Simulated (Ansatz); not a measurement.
Steps of a relaxation of C2H6FIn, SMILES `[CH3][In]([CH3])[F]` with RKS PBE0-D4/def2-TZVP.

```sh
$ ansatz run in.yaml --threads 4 --pin off --events-out ev --progress --plain --max-ram 10444MiB
```

```yaml
crystal:
  periodic: [false, false, false]
  atoms:
    - {symbol: C, position_ang: [-0.947810, 1.945400, -0.214710]}
    - {symbol: In, position_ang: [-0.236890, -0.143400, 0.191100]}
    - {symbol: C, position_ang: [1.341370, -1.710040, -0.087300]}
    - {symbol: F, position_ang: [-1.672250, -1.001050, 1.266400]}
    - {symbol: H, position_ang: [-0.599910, 2.281790, -1.186870]}
    - {symbol: H, position_ang: [-2.033250, 1.905430, -0.180850]}
    - {symbol: H, position_ang: [-0.572150, 2.598210, 0.569130]}
    - {symbol: H, position_ang: [1.822660, -1.595770, -1.054160]}
    - {symbol: H, position_ang: [2.070390, -1.615470, 0.713530]}
    - {symbol: H, position_ang: [0.827850, -2.665090, -0.016280]}
basis:
  gaussian: {orbitals: def2-TZVP}
hamiltonian: {xc: pbe0, dispersion: d4}
relax: {f_tol: 0.005, max_steps: 150}
```

Positions (Å) and forces (eV/Å) along the path, 14 of 30 steps:

```xyz
10
step=1 energy=-10060.2877 eV
C    -0.948    1.945   -0.215    0.413   -1.094    0.143
In   -0.237   -0.143    0.191    0.160    0.125   -0.140
C     1.341   -1.710   -0.087   -0.805    0.845    0.076
F    -1.672   -1.001    1.266    0.128    0.073   -0.090
H    -0.600    2.282   -1.187    0.038    0.054   -0.067
H    -2.033    1.905   -0.181   -0.066   -0.020    0.014
H    -0.572    2.598    0.569    0.046    0.047    0.058
H     1.823   -1.596   -1.054    0.065    0.005   -0.061
H     2.070   -1.615    0.714    0.060    0.022    0.055
H     0.828   -2.665   -0.016   -0.039   -0.057    0.012
10
step=3 energy=-10060.4277 eV
C    -0.889    1.834   -0.209   -0.026   -0.060   -0.004
In   -0.269   -0.162    0.198   -0.064   -0.043    0.046
C     1.266   -1.609   -0.089   -0.065    0.014   -0.003
F    -1.693   -1.014    1.280   -0.010   -0.007    0.011
H    -0.523    2.164   -1.180   -0.002    0.068   -0.027
H    -1.979    1.870   -0.184    0.042   -0.009   -0.006
H    -0.496    2.495    0.564    0.015    0.044    0.006
H     1.750   -1.476   -1.056    0.060   -0.031   -0.025
H     2.010   -1.501    0.700    0.044   -0.006    0.007
H     0.822   -2.602   -0.023    0.007    0.032   -0.006
10
step=5 energy=-10060.4293 eV
C    -0.887    1.833   -0.212    0.010    0.001   -0.005
In   -0.277   -0.167    0.202   -0.008   -0.005    0.005
C     1.266   -1.607   -0.092    0.005    0.008   -0.005
F    -1.696   -1.016    1.291    0.003    0.001    0.000
H    -0.523    2.176   -1.180   -0.001   -0.002    0.001
H    -1.976    1.868   -0.189   -0.005    0.004   -0.001
H    -0.498    2.497    0.563   -0.001   -0.001    0.002
H     1.760   -1.481   -1.055   -0.002    0.000    0.001
H     2.011   -1.504    0.699   -0.001    0.000    0.002
H     0.821   -2.599   -0.027    0.001   -0.006   -0.001
10
step=7 energy=-10060.4294 eV
C    -0.886    1.830   -0.214    0.002    0.008   -0.002
In   -0.285   -0.171    0.208   -0.004   -0.003   -0.001
C     1.263   -1.605   -0.094    0.008   -0.003   -0.001
F    -1.696   -1.015    1.311    0.001    0.001    0.001
H    -0.511    2.170   -1.179   -0.001   -0.002    0.001
H    -1.975    1.872   -0.201    0.003   -0.002    0.001
H    -0.501    2.492    0.564   -0.003   -0.001    0.000
H     1.759   -1.468   -1.055   -0.003    0.000    0.001
H     2.006   -1.504    0.700   -0.002   -0.003    0.000
H     0.825   -2.601   -0.040    0.000    0.004    0.001
10
step=8 energy=-10060.4294 eV
C    -0.886    1.829   -0.215   -0.003    0.001   -0.003
In   -0.286   -0.172    0.209    0.005    0.003    0.005
C     1.263   -1.604   -0.095    0.000   -0.003   -0.003
F    -1.693   -1.013    1.319    0.000    0.000   -0.001
H    -0.507    2.169   -1.178   -0.001    0.000    0.001
H    -1.975    1.871   -0.207    0.002    0.000    0.000
H    -0.504    2.492    0.565   -0.001   -0.002    0.000
H     1.760   -1.464   -1.054    0.000   -0.001    0.001
H     2.004   -1.507    0.701   -0.002    0.000    0.000
H     0.825   -2.601   -0.045    0.001    0.002    0.000
10
step=9 energy=-10060.4294 eV
C    -0.886    1.829   -0.216   -0.002   -0.001   -0.001
In   -0.285   -0.171    0.212    0.005    0.003    0.000
C     1.263   -1.604   -0.096   -0.002   -0.001   -0.001
F    -1.689   -1.011    1.327    0.000    0.000    0.001
H    -0.503    2.169   -1.178    0.000    0.001    0.001
H    -1.975    1.869   -0.213    0.001    0.000    0.000
H    -0.510    2.492    0.566   -0.001   -0.002   -0.001
H     1.762   -1.460   -1.054    0.001   -0.001    0.001
H     2.002   -1.512    0.702   -0.002    0.000   -0.001
H     0.823   -2.601   -0.051    0.000    0.001    0.000
10
step=10 energy=-10060.4295 eV
C    -0.889    1.828   -0.220   -0.003    0.001    0.006
In   -0.279   -0.167    0.222    0.000    0.000   -0.007
C     1.261   -1.606   -0.101   -0.001   -0.002    0.006
F    -1.665   -0.994    1.370    0.003    0.002    0.001
H    -0.484    2.172   -1.173   -0.004    0.002    0.012
H    -1.978    1.857   -0.246    0.013   -0.001    0.000
H    -0.540    2.494    0.572   -0.004   -0.009   -0.015
H     1.772   -1.444   -1.049    0.000   -0.004    0.012
H     1.990   -1.539    0.709   -0.009   -0.001   -0.014
H     0.812   -2.600   -0.084    0.005    0.012   -0.001
10
step=11 energy=-10060.4296 eV
C    -0.890    1.828   -0.222   -0.006    0.006    0.005
In   -0.277   -0.166    0.223    0.000    0.000   -0.004
C     1.260   -1.607   -0.102    0.002   -0.007    0.005
F    -1.655   -0.988    1.383    0.004    0.003   -0.001
H    -0.480    2.175   -1.171   -0.005   -0.001    0.016
H    -1.979    1.853   -0.255    0.018    0.000    0.000
H    -0.549    2.493    0.574   -0.006   -0.012   -0.018
H     1.777   -1.441   -1.048   -0.003   -0.004    0.015
H     1.985   -1.547    0.712   -0.013   -0.001   -0.018
H     0.808   -2.600   -0.093    0.008    0.016   -0.001
10
step=14 energy=-10060.4299 eV
C    -0.897    1.824   -0.234   -0.009    0.021    0.009
In   -0.262   -0.156    0.233   -0.019   -0.011    0.009
C     1.254   -1.613   -0.114    0.013   -0.017    0.012
F    -1.589   -0.943    1.476    0.016    0.009   -0.012
H    -0.445    2.193   -1.155   -0.008   -0.004    0.014
H    -1.984    1.825   -0.326    0.029   -0.001    0.001
H    -0.619    2.487    0.589   -0.009   -0.015   -0.023
H     1.808   -1.417   -1.033   -0.008   -0.004    0.014
H     1.950   -1.606    0.728   -0.017   -0.002   -0.023
H     0.783   -2.595   -0.164    0.012    0.024    0.000
10
step=16 energy=-10060.4300 eV
C    -0.898    1.823   -0.237   -0.010    0.022    0.008
In   -0.258   -0.153    0.237   -0.015   -0.010    0.009
C     1.253   -1.614   -0.117    0.016   -0.017    0.008
F    -1.571   -0.932    1.500    0.014    0.009   -0.011
H    -0.435    2.197   -1.150   -0.008   -0.006    0.014
H    -1.984    1.817   -0.345    0.026    0.001    0.001
H    -0.638    2.487    0.591   -0.008   -0.017   -0.022
H     1.815   -1.410   -1.028   -0.008   -0.004    0.014
H     1.941   -1.623    0.731   -0.018   -0.001   -0.022
H     0.776   -2.593   -0.184    0.011    0.023    0.001
10
step=26 energy=-10060.4306 eV
C    -0.917    1.812   -0.262   -0.010    0.004    0.007
In   -0.221   -0.129    0.277   -0.006   -0.004    0.012
C     1.235   -1.627   -0.142    0.002   -0.007    0.004
F    -1.376   -0.801    1.740    0.007    0.005   -0.010
H    -0.351    2.240   -1.089    0.000    0.001   -0.001
H    -1.970    1.738   -0.538    0.010    0.002    0.002
H    -0.838    2.464    0.609   -0.001   -0.006   -0.008
H     1.887   -1.350   -0.970   -0.001   -0.001    0.001
H     1.834   -1.790    0.755   -0.006    0.002   -0.007
H     0.716   -2.557   -0.380    0.005    0.006    0.001
10
step=27 energy=-10060.4306 eV
C    -0.917    1.812   -0.263   -0.006    0.003    0.004
In   -0.220   -0.128    0.278   -0.005   -0.003    0.007
C     1.235   -1.627   -0.143    0.002   -0.005    0.003
F    -1.372   -0.798    1.744    0.005    0.003   -0.006
H    -0.350    2.240   -1.088    0.000    0.000   -0.001
H    -1.969    1.736   -0.542    0.006    0.001    0.001
H    -0.841    2.463    0.609    0.000   -0.004   -0.005
H     1.889   -1.349   -0.968   -0.001   -0.001    0.001
H     1.832   -1.793    0.755   -0.004    0.001   -0.005
H     0.715   -2.556   -0.384    0.003    0.005    0.001
10
step=28 energy=-10060.4306 eV
C    -0.918    1.811   -0.263   -0.001    0.003    0.000
In   -0.218   -0.127    0.280   -0.002   -0.001    0.001
C     1.234   -1.628   -0.144    0.002   -0.002    0.000
F    -1.363   -0.792    1.754    0.001    0.001   -0.001
H    -0.347    2.242   -1.084   -0.001   -0.001    0.001
H    -1.968    1.732   -0.550    0.002    0.000    0.000
H    -0.851    2.462    0.610    0.000   -0.001   -0.001
H     1.892   -1.347   -0.965   -0.001    0.000    0.001
H     1.827   -1.801    0.756   -0.001    0.000   -0.001
H     0.713   -2.553   -0.392    0.001    0.002    0.000
10
step=30 energy=-10060.4306 eV
C    -0.920    1.810   -0.265    0.000    0.002    0.000
In   -0.215   -0.125    0.285   -0.002   -0.001   -0.002
C     1.232   -1.629   -0.146    0.001   -0.001    0.001
F    -1.345   -0.780    1.773    0.001    0.000    0.000
H    -0.341    2.246   -1.078   -0.001   -0.001    0.002
H    -1.965    1.726   -0.566    0.002    0.000    0.001
H    -0.868    2.459    0.610    0.000   -0.001   -0.002
H     1.897   -1.342   -0.959   -0.001    0.000    0.002
H     1.817   -1.815    0.756   -0.001    0.000   -0.002
H     0.708   -2.549   -0.409    0.001    0.002    0.001
```

It took 74 s on 4 threads of an Arm Neoverse V2 on a shared host, with 0.43 GiB of host memory at the peak.
